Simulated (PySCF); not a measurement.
H6OSi2, charge -1, doublet, geometry from GFN2-xTB of the parent state (a state made from the parent by changing its charge; the spin is typed, not shown lowest) (in this run its highest filled SCF level lies above zero, so its values depend strongly on the basis, on diffuse functions most of all); MP2/cc-pVDZ in PySCF.

PySCF was given this input:
```python
from pyscf import gto, scf, mp

mol = gto.M(
    atom='''
Si    1.58554558   -0.29465325    0.09305373
O    -0.00374610   -0.02898376   -0.03187953
Si   -1.58414102    0.30551525   -0.08108531
H     1.99636140   -0.92391127   -1.16028168
H     2.22242187    1.00620543    0.29041493
H     1.77723671   -1.17669751    1.24269936
H    -2.21375802   -0.47470673    0.98249776
H    -2.04757203   -0.09473461   -1.40797725
H    -1.72438507    1.74364671    0.14012516
''',
    basis='cc-pvdz',
    charge=-1,
    spin=1,
    verbose=3,
)

mf = scf.UHF(mol)
mf.kernel()

pt = mp.MP2(mf)
pt.kernel()
print('E(MP2) = %.10f' % pt.e_tot)
mf.analyze()
```

What the program printed (banner, timings and long lists left out):

```
converged SCF energy = -656.155526553229  <S^2> = 0.7572811  2S+1 = 2.0072679
E(UMP2) = -656.58889152085  E_corr = -0.433364967620746
E(SCS-UMP2) = -656.591554992148  E_corr = -0.436028438918129
E(MP2) = -656.5888915209
**** MO energy ****
                             alpha | beta                alpha | beta
MO #1   energy= -68.6101645804188  | -68.6092149367737  occ= 1 | 1
MO #2   energy= -68.6101430279983  | -68.6091930320174  occ= 1 | 1
MO #3   energy= -20.3333050764672  | -20.3284973159721  occ= 1 | 1
MO #4   energy= -5.9537688608099   | -5.9524706025685   occ= 1 | 1
MO #5   energy= -5.95372500023072  | -5.95242403193069  occ= 1 | 1
MO #6   energy= -4.06278122335751  | -4.05926516498653  occ= 1 | 1
MO #7   energy= -4.06275645180017  | -4.05925133676168  occ= 1 | 1
MO #8   energy= -4.05996960734816  | -4.05924150387146  occ= 1 | 1
MO #9   energy= -4.05995281027383  | -4.0592277924123   occ= 1 | 1
MO #10  energy= -4.05994554551108  | -4.05848516563258  occ= 1 | 1
MO #11  energy= -4.0599286580995   | -4.05846069549134  occ= 1 | 1
MO #12  energy= -1.13586685367469  | -1.12337192039589  occ= 1 | 1
MO #13  energy= -0.605235263513527 | -0.598344334550965 occ= 1 | 1
MO #14  energy= -0.49472032150939  | -0.476284132463599 occ= 1 | 1
MO #15  energy= -0.395294989185738 | -0.384026399367325 occ= 1 | 1
MO #16  energy= -0.386619951055781 | -0.379900841217932 occ= 1 | 1
MO #17  energy= -0.386180827732444 | -0.379580298715411 occ= 1 | 1
MO #18  energy= -0.300769893355924 | -0.300963599249409 occ= 1 | 1
MO #19  energy= -0.299949450784112 | -0.300432547059779 occ= 1 | 1
MO #20  energy= -0.243946648209475 | -0.244960929538954 occ= 1 | 1
MO #21  energy= -0.243553384226475 | -0.244559163069233 occ= 1 | 1
MO #22  energy= 0.114163735826625  | 0.332817159132179  occ= 1 | 0
MO #23  energy= 0.291160025915574  | 0.372454502185502  occ= 0 | 0
MO #24  energy= 0.378803857530131  | 0.387636296633017  occ= 0 | 0
MO #25  energy= 0.381741108027429  | 0.390596789955868  occ= 0 | 0
MO #26  energy= 0.382995141595802  | 0.391148453501092  occ= 0 | 0
MO #27  energy= 0.385929957011466  | 0.39341989665219   occ= 0 | 0
MO #28  energy= 0.402839164292674  | 0.410885814699859  occ= 0 | 0
MO #29  energy= 0.422228948898803  | 0.42740842401757   occ= 0 | 0
MO #30  energy= 0.564987412711183  | 0.572278833835146  occ= 0 | 0

To work with the spin densities directly, `use mulliken_meta_spin()` only printing them here.

 ** Mulliken spin pop alpha/beta on meta-lowdin orthogonal AOs **
 ** Mulliken Spin Density (per atom)  **
spin density of  0 Si =      0.45326
spin density of  1 O =      0.11360
spin density of  2 Si =      0.45303
spin density of  3 H =     -0.00209
spin density of  4 H =     -0.00425
spin density of  5 H =     -0.00360
spin density of  6 H =     -0.00355
spin density of  7 H =     -0.00212
spin density of  8 H =     -0.00429
 ** Mulliken pop alpha/beta on meta-lowdin orthogonal AOs **
 ** Mulliken atomic charges   ( Nelec_alpha | Nelec_beta ) **
charge of  0Si =      0.59854  (     6.92736      6.47410 )
charge of  1O =     -1.01220  (     4.56290      4.44930 )
charge of  2Si =      0.59873  (     6.92715      6.47412 )
charge of  3H =     -0.19829  (     0.59810      0.60019 )
charge of  4H =     -0.19691  (     0.59633      0.60058 )
charge of  5H =     -0.19734  (     0.59687      0.60047 )
charge of  6H =     -0.19736  (     0.59691      0.60045 )
charge of  7H =     -0.19828  (     0.59808      0.60020 )
charge of  8H =     -0.19689  (     0.59630      0.60059 )

WARN: System has nonzero charge -1; the dipole moment is origin-dependent.
Location of origin: [0. 0. 0.]

Dipole moment(X, Y, Z, Debye): -0.00276, -0.00596, -0.00889
```
